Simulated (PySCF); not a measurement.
CH5NSn, SMILES [CH3][Sn][NH2] (connectivity only; charge and spin as stated), neutral, multiplicity 1.

Geometry optimised at B3LYP-D3(BJ)/def2-SVP. The def2 effective core potentials stand for the cores of Sn; spin–orbit coupling is left out. Other conformers were not sampled.

The numbers are results of B3LYP-D3(BJ)/def2-SVP (PySCF), not measurements.

Frequencies are harmonic and unscaled.

```json
[
 {"mode": "1", "ν (cm⁻¹)": "16", "IR (km/mol)": "0.1", "Raman (Å⁴/amu)": "0.4", "depolarisation": "0.75", "moving atoms (share of kinetic energy)": "H 95 %"},
 {"mode": "2", "ν (cm⁻¹)": "182", "IR (km/mol)": "1.7", "Raman (Å⁴/amu)": "4.6", "depolarisation": "0.75", "moving atoms (share of kinetic energy)": "H 33 %, N 32 %, C 26 %, Sn 9 %"},
 {"mode": "3", "ν (cm⁻¹)": "397", "IR (km/mol)": "203.4", "Raman (Å⁴/amu)": "2.6", "depolarisation": "0.75", "moving atoms (share of kinetic energy)": "H 81 %, N 19 %"},
 {"mode": "4", "ν (cm⁻¹)": "443", "IR (km/mol)": "9.2", "Raman (Å⁴/amu)": "8.3", "depolarisation": "0.49", "moving atoms (share of kinetic energy)": "H 84 %, C 13 %"},
 {"mode": "5", "ν (cm⁻¹)": "461", "IR (km/mol)": "32.7", "Raman (Å⁴/amu)": "24.8", "depolarisation": "0.42", "moving atoms (share of kinetic energy)": "C 58 %, H 33 %, Sn 9 %"},
 {"mode": "6", "ν (cm⁻¹)": "592", "IR (km/mol)": "54.8", "Raman (Å⁴/amu)": "24.4", "depolarisation": "0.36", "moving atoms (share of kinetic energy)": "N 75 %, H 13 %, Sn 11 %"},
 {"mode": "7", "ν (cm⁻¹)": "609", "IR (km/mol)": "5.3", "Raman (Å⁴/amu)": "0.1", "depolarisation": "0.57", "moving atoms (share of kinetic energy)": "H 88 %"},
 {"mode": "8", "ν (cm⁻¹)": "642", "IR (km/mol)": "4.4", "Raman (Å⁴/amu)": "0.6", "depolarisation": "0.62", "moving atoms (share of kinetic energy)": "H 86 %, C 13 %"},
 {"mode": "9", "ν (cm⁻¹)": "720", "IR (km/mol)": "40.0", "Raman (Å⁴/amu)": "1.6", "depolarisation": "0.72", "moving atoms (share of kinetic energy)": "H 78 %, C 13 %, N 9 %"},
 {"mode": "10", "ν (cm⁻¹)": "1176", "IR (km/mol)": "0.9", "Raman (Å⁴/amu)": "13.5", "depolarisation": "0.30", "moving atoms (share of kinetic energy)": "H 82 %, C 18 %"},
 {"mode": "11", "ν (cm⁻¹)": "1424", "IR (km/mol)": "5.1", "Raman (Å⁴/amu)": "14.7", "depolarisation": "0.71", "moving atoms (share of kinetic energy)": "H 95 %"},
 {"mode": "12", "ν (cm⁻¹)": "1432", "IR (km/mol)": "5.2", "Raman (Å⁴/amu)": "18.2", "depolarisation": "0.74", "moving atoms (share of kinetic energy)": "H 95 %"},
 {"mode": "13", "ν (cm⁻¹)": "1510", "IR (km/mol)": "10.6", "Raman (Å⁴/amu)": "7.6", "depolarisation": "0.66", "moving atoms (share of kinetic energy)": "H 90 %, N 10 %"},
 {"mode": "14", "ν (cm⁻¹)": "3014", "IR (km/mol)": "17.6", "Raman (Å⁴/amu)": "140.4", "depolarisation": "0.01", "moving atoms (share of kinetic energy)": "H 97 %"},
 {"mode": "15", "ν (cm⁻¹)": "3108", "IR (km/mol)": "15.4", "Raman (Å⁴/amu)": "90.5", "depolarisation": "0.73", "moving atoms (share of kinetic energy)": "H 91 %, C 9 %"},
 {"mode": "16", "ν (cm⁻¹)": "3127", "IR (km/mol)": "14.5", "Raman (Å⁴/amu)": "86.7", "depolarisation": "0.75", "moving atoms (share of kinetic energy)": "H 90 %, C 10 %"},
 {"mode": "17", "ν (cm⁻¹)": "3529", "IR (km/mol)": "7.1", "Raman (Å⁴/amu)": "241.4", "depolarisation": "0.16", "moving atoms (share of kinetic energy)": "H 96 %"},
 {"mode": "18", "ν (cm⁻¹)": "3641", "IR (km/mol)": "14.6", "Raman (Å⁴/amu)": "103.0", "depolarisation": "0.74", "moving atoms (share of kinetic energy)": "H 91 %, N 9 %"}
]
```
